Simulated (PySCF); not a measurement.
Substituent chemical shifts

Parent skeleton `[AlH3-:1][n+:2]1[cH:3][cH:4][cH:5][cH:6][cH:7]1`; one hydrogen on atom 1 is replaced by X. Hydrogens on one atom are averaged.

[PySCF 2.14.0 with density-fitted response routines: σ from GIAO-PBE0/pcSseg-1; PBE0-D3(BJ)/def2-SVP geometry; fast rotation and ring inversion assumed for equivalent nuclei; in vacuum; one conformer; non-relativistic]

Chemical shifts δ = σref − σ; ²⁷Al vs AlH4-; NH3 for ¹⁵N; ¹³C and ¹H vs TMS, all at this level.

Parent (X = H): Al1 74.6, N2 293.7, C3/C7 155.5, C4/C6 130.1, C5 145.7, H(Al1) 4.47, H(C3)/H(C7) 9.03, H(C4)/H(C6) 7.56, H(C5) 8.00 ppm. Effects are Δδ = δ(X) − δ(H), positive for deshielding.

(1) Give Δδ (ppm) for X = CH2F, C2H5, OCH3.

(2) Which position responds most, and to which substituents?

Answers

(1) 
```csv
X,SMILES,Al1,N2,C3/C7,C4/C6,C5,H(Al1),H(C3)/H(C7),H(C4)/H(C6),H(C5)
CH2F,F[CH2][AlH2-][n+]1ccccc1,-0.8,-1.0,-0.3,+0.4,+0.4,+0.05,-0.04,+0.02,+0.02
C2H5,C[CH2][AlH2-][n+]1ccccc1,+17.4,+1.6,-0.4,-0.1,-0.1,+0.00,-0.01,+0.01,+0.01
OCH3,C[O][AlH2-][n+]1ccccc1,-22.7,+0.1,+0.2,+0.0,+0.4,-0.08,-0.03,+0.05,+0.06
```

(2) Al1: from -22.7 ppm with OCH3 to +17.4 ppm with C2H5.

Experimental scales use liquid or dissolved standards, which lie at an offset from isolated NH3 (liquid NH3: subtract about 20 ppm). Unscaled 15N shifts of sp2 nitrogen come out 20 to 40 ppm too high even then.
